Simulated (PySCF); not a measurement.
F₂Ge, triplet, geometry from GFN2-xTB (the spin is typed, not shown lowest); BLYP/3-21G (PySCF).

The PySCF input:
```python
from pyscf import gto, scf, dft

mol = gto.M(
    atom='''
Ge    0.010786   -0.007667    0.337693
F     0.833896    1.528351   -0.593201
F    -0.872246   -1.501091   -0.607486
''',
    basis='3-21g',
    charge=0,
    spin=2,
    verbose=4,
)

mf = dft.UKS(mol)
mf.xc = 'blyp'
mf.kernel()
```

It wrote (shortened):

```
PySCF version 2.14.0

[INPUT] verbose = 4
[INPUT] num. atoms = 3
[INPUT] num. electrons = 50
[INPUT] charge = 0
[INPUT] spin (= nelec alpha-beta = 2S) = 2
[INPUT] symmetry False subgroup None
[INPUT] Mole.unit = angstrom
[INPUT] Symbol           X                Y                Z      unit          X                Y                Z       unit  Magmom
[INPUT]  1 Ge     0.010786000000  -0.007667000000   0.337693000000 AA    0.020382585980  -0.014488530197   0.638147284183 Bohr   0.0
[INPUT]  2 F      0.833896000000   1.528351000000  -0.593201000000 AA    1.575835056370   2.888164812205  -1.120987426818 Bohr   0.0
[INPUT]  3 F     -0.872246000000  -1.501091000000  -0.607486000000 AA   -1.648306053247  -2.836650878049  -1.147982164508 Bohr   0.0

nuclear repulsion = 166.604969943271
number of shells = 20
number of NR pGTOs = 84
number of NR cGTOs = 40
basis = 3-21g
ecp = {}

******** <class 'pyscf.dft.uks.UKS'> ********
method = UKS
initial guess = minao
damping factor = 0
level_shift factor = 0
DIIS = <class 'pyscf.scf.diis.CDIIS'>
diis_start_cycle = 1
diis_space = 8
diis_damp = 0
SCF conv_tol = 1e-09
SCF conv_tol_grad = None
SCF max_cycles = 50
direct_scf = True
direct_scf_tol = 1e-13
number electrons alpha = 26  beta = 24
XC library pyscf.dft.libxc version 7.1.2
    S. Lehtola, C. Steigemann, M. J. T. Oliveira, and M. A. L. Marques,  SoftwareX 7, 1–5 (2018)
XC functionals = blyp
    A. D. Becke,  Phys. Rev. A 38, 3098 (1988)
    C. Lee, W. Yang, and R. G. Parr,  Phys. Rev. B 37, 785 (1988)
    B. Miehlich, A. Savin, H. Stoll, and H. Preuss,  Chem. Phys. Lett. 157, 200 (1989)
radial grids:
    Treutler-Ahlrichs [JCP 102, 346 (1995); DOI:10.1063/1.469408] (M4) radial grids

becke partition: Becke, JCP 88, 2547 (1988); DOI:10.1063/1.454033
pruning grids: <function nwchem_prune>
grids dens level: 3
symmetrized grids: False
atomic radii adjust function: <function treutler_atomic_radii_adjust>
small_rho_cutoff = 0
Set gradient conv threshold to 3.16228e-05
tot grids = 49168
init E= -2263.537831886

cycle= 1 E= -2265.30546945672  delta_E= -1.77  |g|= 0.644  |ddm|= 1.21

cycle= 2 E= -2263.06823347344  delta_E= 2.24  |g|=  2.2  |ddm|= 2.08

cycle= 3 E= -2265.48659961672  delta_E= -2.42  |g|= 0.0419  |ddm|= 1.85

cycle= 4 E= -2265.48448963478  delta_E= 0.00211  |g|= 0.0728  |ddm|= 0.122

cycle= 5 E= -2265.48741654462  delta_E= -0.00293  |g|= 0.0168  |ddm|= 0.0632

cycle= 6 E= -2265.48754089666  delta_E= -0.000124  |g|= 0.00493  |ddm|= 0.0137

cycle= 7 E= -2265.48754730002  delta_E= -6.4e-06  |g|= 0.00346  |ddm|= 0.00627

cycle= 8 E= -2265.4875531043  delta_E= -5.8e-06  |g|= 0.000409  |ddm|= 0.00357

cycle= 9 E= -2265.4875532138  delta_E= -1.1e-07  |g|= 2.91e-05  |ddm|= 0.000495

cycle= 10 E= -2265.48755321426  delta_E= -4.54e-10  |g|= 3.02e-06  |ddm|= 5.05e-05

Extra cycle  E= -2265.48755321422  delta_E= 4e-11  |g|= 9.58e-06  |ddm|= 1.49e-05
converged SCF energy = -2265.48755321422  <S^2> = 2.0022509  2S+1 = 3.0015002
```
